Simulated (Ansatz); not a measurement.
`C=C[SiH2]C=N`. The species carries charge 0 and has multiplicity 1. The structure was optimised at the PBE0-D4/def2-TZVP level. It is one conformer, not always the lowest.

```xyz
12

C     1.171   -1.969   -0.330
C     1.056   -0.696    0.038
Si   -0.096    0.487   -0.801
C    -1.217    1.347    0.457
N    -1.009    1.174    1.698
H     0.589   -2.385   -1.148
H     1.848   -2.656    0.171
H     1.654   -0.337    0.873
H     0.636    1.567   -1.523
H    -0.937   -0.237   -1.794
H    -2.024    2.000    0.088
H    -1.671    1.705    2.269
```

Question: What is the dipole moment at ωB97M-V/def2-TZVPP? (Estimate.)

Answer: The calculation gave: 1.02 D, with components (-0.83, 0.43, -0.41) D in this frame, pointing from negative to positive charge.

Question: And with PBE, r2SCAN, B3LYP? (Estimate.)

Answer: The calculation gave: PBE 0.93 D, r2SCAN 0.96 D, B3LYP 1.01 D.

Question: Give the Mulliken charges with ωB97M-V, PBE, r2SCAN in def2-TZVPP. (Best estimate.)

Answer: Computed: 
```tsv
atom	ωB97M-V	PBE	r2SCAN
C1	-0.18	-0.17	-0.13
C2	-0.22	-0.13	-0.18
Si3	0.33	0.31	0.40
C4	-0.13	-0.10	-0.04
N5	-0.24	-0.23	-0.30
H6	0.10	0.09	0.08
H7	0.11	0.10	0.08
H8	0.10	0.08	0.07
H9	-0.03	-0.07	-0.08
H10	-0.04	-0.07	-0.08
H11	0.08	0.05	0.04
H12	0.12	0.15	0.15
```

B3LYP here is the variant with VWN-RPA as its local correlation; programs differ in this.
